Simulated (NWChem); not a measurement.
CHBr$_{2}$Cl; SMILES ClC(Br)Br

```xyz
5

Cl     2.0847    -0.0925     0.0000
C      0.4170     0.5023     0.0000
Br    -0.5444    -0.0337     1.6151
Br    -0.5444    -0.0337    -1.6151
H      0.4372     1.6040     0.0000
```
Atoms are numbered in this order, from 1.

Level: PBE-D3(BJ)/def2-SVP (NWChem), optimised geometry, unscaled harmonic frequencies. This build's default masses of Se (78.918 u) and Br (79.917 u) are each other's, which moves their modes by up to 0.6 %.

```json
[
 {"frequency (cm⁻¹)": "160", "IR intensity (km/mol)": "0.0"},
 {"frequency (cm⁻¹)": "193", "IR intensity (km/mol)": "0.1"},
 {"frequency (cm⁻¹)": "272", "IR intensity (km/mol)": "0.1"},
 {"frequency (cm⁻¹)": "552", "IR intensity (km/mol)": "11.8"},
 {"frequency (cm⁻¹)": "615", "IR intensity (km/mol)": "148.6"},
 {"frequency (cm⁻¹)": "715", "IR intensity (km/mol)": "137.3"},
 {"frequency (cm⁻¹)": "1106", "IR intensity (km/mol)": "33.9"},
 {"frequency (cm⁻¹)": "1150", "IR intensity (km/mol)": "17.7"},
 {"frequency (cm⁻¹)": "3108", "IR intensity (km/mol)": "1.4"}
]
```

The zero-point energy comes out as 11.2 kcal/mol and the thermal correction to the enthalpy at 298.15 K (with zero-point energy) is 15.0 kcal/mol. The heat capacity Cv comes out as 14.9 cal/(mol K) and the entropy at 298.15 K and 1 atm (symmetry number 1) comes out as 78.9 cal/(mol K). The dipole moment is 0.96 D.

Rigid rotor and harmonic oscillator.
